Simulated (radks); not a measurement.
Question: All-electron atom: Mo15+ in [Ar] 3d9. Calculated with a radial shooting solver on a logarithmic mesh with Libxc functionals: Dirac Kohn-Sham, BLYP, spin-unpolarised, spherical densities, finite nucleus; open shells fill j = l - 1/2 first; Fermi nuclear charge, rms radius 4.4091 fm.

Spin-orbit splittings of the eigenvalues, e(l+1/2) - e(l-1/2), with zeta = 2 splitting/(2l+1) and mean radii in bohr:

shell  occ.  splitting (eV)  zeta (eV)  <r> j=l-1/2  <r> j=l+1/2
2p        6           106.9      71.30       0.1305       0.1351
3p        6               ?          ?       0.4128       0.4225
3d        9           3.637      1.455       0.3943       0.3973

Estimate the 3p splitting.

Answer: 18.55 eV (zeta = 12.37 eV).
